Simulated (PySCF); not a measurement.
## Computed spin Hamiltonian

C₅H₈NSi (doublet state).
Structure used (GFN2-xTB), in Å, numbered top down from 1:
```xyz
15
C5H8NSi angstrom
C      2.5688   -0.5055   -0.4053
Si     1.4752    0.7978    0.4298
N     -0.2083    0.3809    0.1938
C     -1.2560    0.8691    0.9291
C     -2.4277    0.3968    0.4224
C     -2.0965   -0.4168   -0.6875
C     -0.7394   -0.3973   -0.8004
H      2.4994   -0.4692   -1.4888
H      2.2889   -1.5084   -0.0859
H      3.6092   -0.3480   -0.1383
H      1.6555    0.9299    1.8754
H     -1.0738    1.5133    1.7664
H     -3.4135    0.5994    0.7931
H     -2.7848   -0.9483   -1.3154
H     -0.1015   -0.8856   -1.5103
```

The hyperfine couplings belong to this conformer and change with its torsions.

Identity: `C[SiH]n1cccc1` [radical].

Theory: PySCF, UKS B3LYP, pcH-1 on C H N Si, non-relativistic, mean-field spin-orbit, GIAO. Isolated species at its GFN2-xTB geometry (one conformer only). Couplings are sensitive to structure, and on GFN2-xTB geometries they can be far from those on DFT ones, by a factor of two or more for some ions and for spin on atoms past the first row. The SCF solution wasn't tested for stability.

```json
{
  "g1, g2, g3": "2.00170, 2.00215, 2.00383",
  "g_iso": "2.00256",
  "Form of g": "rhombic: the two nearest values differ by 21 % of g3 − g1",
  "⟨S²⟩": "0.7513 (exact 0.7500)",
  "α and β electrons": "30, 29",
  "HOMO–LUMO gap, α and β orbitals": "5.87, 3.44 eV"
}
```

Hyperfine couplings atom by atom, in G; T1 to T3 are the principal values of the dipolar part; ρ(0) is the spin density at the nucleus (MHz turned into gauss with g_iso; 10 G = 1 mT):

```tsv
atom	isotope	a_iso	of which spin–orbit	T1	T2	T3	Mulliken spin population	ρ(0) (bohr⁻³)
C1	13C	14.3	0.0	-1.9	-1.7	3.5	0.02	0.0356
Si2	29Si	-195.0	0.4	-55.6	27.6	28.0	0.85	0.6161
N3	14N	3.4	0.0	-1.3	-1.2	2.5	0.03	0.0296
C4	13C	-0.2	0.0	-0.7	-0.2	0.9	0.01	-0.0004
C5	13C	0.1	0.0	-0.6	-0.3	0.9	0.02	0.0001
C6	13C	1.0	0.0	-1.1	-0.9	2.0	0.04	0.0025
C7	13C	-0.7	0.0	-0.4	-0.2	0.6	-0.01	-0.0017
H8	1H	2.2	0.0	-1.7	-1.0	2.7	0.00	0.0014
H9	1H	18.3	0.0	-1.5	0.0	1.5	0.02	0.0115
H10	1H	-1.2	0.0	-1.5	-0.7	2.3	0.00	-0.0008
H11	1H	35.4	0.0	-3.0	0.1	2.9	0.04	0.0222
H12	1H	-0.4	0.0	-0.8	-0.4	1.2	0.00	-0.0002
H13	1H	-0.4	0.0	-0.4	-0.3	0.7	0.00	-0.0003
H14	1H	-0.8	0.0	-0.7	-0.2	0.9	0.00	-0.0005
H15	1H	0.0	0.0	-0.7	-0.5	1.2	0.00	0.0000
```

The largest Mulliken spin population is on Si2 (+0.85). The angles at Si2 add up to 330.5°, so it is pyramidal.

Axes: g3 points within 12° of the Si2–N3 bond.

Under fast tumbling the dipolar parts average out, and these isotropic splittings remain: 1 × 1H (H11, I = 1/2, 2 lines) with 3.54 mT, 3 × 1H (H8/H9/H10, I = 1/2, 4 lines) with 0.64 mT, 1 × 14N (N3, I = 1, 3 lines) with 0.34 mT, 1 × 1H (H14, I = 1/2, 2 lines) with 0.08 mT, 1 × 1H (H13, I = 1/2, 2 lines) with 0.04 mT and 1 × 1H (H12, I = 1/2, 2 lines) with 0.04 mT.

Class means assume fast exchange of nuclei equivalent by connectivity; if that motion is slow, each nucleus keeps its own coupling. C4 and C7, with what hangs on them, aren't averaged: N3 is flat or nearly so (angle sum 360°), and its turn about the short N3–Si2 bond (1.75 Å) is taken as slow. The three 1H nuclei of mean +18.0 MHz run from -3.4 to 51.3 MHz in the frozen geometry.

The 13C coupling of C1 (40.0 MHz) shows only in satellite lines or after enrichment, since that isotope makes up about 1.07 % of natural carbon.

The 29Si coupling of Si2 (-546.5 MHz) shows only in satellite lines or after enrichment, since that isotope makes up about 4.7 % of natural silicon.

The spin density at the nucleus, in bohr⁻³, is negative for C7 (-0.0017), for instance. A restricted open-shell determinant has no negative spin density anywhere; here it arises because α and β orbitals differ (spin polarisation).
